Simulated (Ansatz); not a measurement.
Si₂₁H₂₈, a nanocrystal cut from hexagonal silicon was relaxed with PBE-D4 (def2-SVP) in Ansatz in these states: charge +1 doublet, neutral singlet. The geometries follow in no particular order.

Single mean-field runs in def2-SVP are fitted with def2-universal-jkfit.

A:

```xyz
49

Si   -4.080    1.299   -1.923
Si   -2.988   -0.774   -1.595
Si    0.692   -0.073   -3.778
Si    1.843   -2.109   -3.499
Si   -0.679    3.121   -2.122
Si   -2.792    3.082   -1.082
Si    0.431    1.082   -1.703
Si   -0.921   -0.468   -0.516
Si    2.334   -2.427   -1.209
Si    0.223   -2.478   -0.153
Si   -2.364    2.766    1.211
Si   -1.195    0.738    1.511
Si   -2.598   -0.768    2.722
Si    0.633   -2.787    2.152
Si   -1.516   -2.819    3.136
Si    2.520    1.390   -0.692
Si    3.637   -0.665   -0.363
Si    2.125    2.515    1.344
Si    0.831    1.033    2.647
Si    4.036   -1.040    1.931
Si    1.935   -1.026    3.001
H    -4.304    1.505   -3.397
H    -5.405    1.271   -1.209
H    -2.707   -1.463   -2.904
H    -3.806   -1.698   -0.731
H    -0.686   -0.259   -4.356
H     1.485    0.884   -4.630
H     0.995   -3.256   -3.976
H     3.138   -2.044   -4.266
H    -0.830    3.257   -3.615
H     0.163    4.252   -1.593
H    -3.500    4.394   -1.301
H     3.009   -3.752   -0.959
H    -0.603   -3.619   -0.693
H    -3.657    2.661    1.978
H    -1.534    3.893    1.767
H    -3.864   -0.930    1.925
H    -2.887   -0.040    4.011
H     1.348   -4.103    2.323
H    -2.304   -3.954    2.539
H    -1.364   -2.997    4.624
H     3.322    2.281   -1.609
H     4.938   -0.627   -1.125
H     1.329    3.766    1.076
H     3.415    2.868    2.035
H     0.500    1.684    3.968
H     4.689   -2.383    2.117
H     4.914    0.047    2.492
H     2.098   -1.228    4.487
```

B:

Cartesian coordinates in Å:
```
Si 1.4496 2.1450 -3.8414
Si 2.0235 0.1593 -2.6877
Si 3.2865 1.8592 1.1879
Si 3.9008 -0.1214 2.3330
Si 0.4080 3.7807 -0.5336
Si -0.2879 3.2749 -2.7230
Si 1.0134 1.7961 0.5977
Si 0.6794 -0.0780 -0.7777
Si 2.0435 -1.5579 2.4988
Si 1.2940 -2.0736 0.3316
Si -2.1577 1.8550 -2.5773
Si -1.5667 -0.1421 -1.4606
Si -1.8282 -1.9836 -2.8957
Si -0.5603 -3.5150 0.4195
Si -1.2493 -3.9916 -1.7803
Si -0.3090 1.5205 2.5187
Si 0.2918 -0.4769 3.6407
Si -2.5613 1.4581 1.8361
Si -2.8924 -0.4214 0.4575
Si -1.5542 -1.9332 3.7674
Si -2.2868 -2.4157 1.5823
H 2.6551 3.0473 -3.9345
H 1.0068 1.8097 -5.2441
H 3.4737 0.1992 -2.2740
H 1.8283 -1.0375 -3.5851
H 4.1162 2.0083 -0.0635
H 3.5452 3.0613 2.0621
H 5.0121 -0.8178 1.5871
H 4.4070 0.2253 3.7115
H 1.5950 4.7121 -0.5683
H -0.7058 4.4741 0.2122
H -0.6464 4.5411 -3.4659
H 2.4078 -2.8297 3.2288
H 2.4104 -2.7255 -0.4527
H -2.6632 1.5185 -3.9590
H -3.2715 2.5471 -1.8302
H -0.9460 -1.7943 -4.1052
H -3.2585 -2.0516 -3.3708
H -0.1880 -4.7813 1.1551
H -0.1303 -4.6817 -2.5206
H -2.4384 -4.9202 -1.7568
H -0.0890 2.6905 3.4495
H 0.7597 -0.1185 5.0321
H -2.8810 2.7108 1.0565
H -3.4745 1.3999 3.0358
H -4.3458 -0.5089 0.0529
H -1.1500 -3.2094 4.4638
H -2.6685 -1.2883 4.5554
H -3.4971 -3.3189 1.6340
```

Judge from the bond lengths which geometry belongs to which state (an estimate).

A is the charge +1 doublet (Si12–Si13 2.389 Å, Si3–Si7 2.389 Å, Si7–Si8 2.375 Å); B is the neutral singlet (Si12–Si13 2.349 Å, Si3–Si7 2.349 Å, Si7–Si8 2.348 Å).
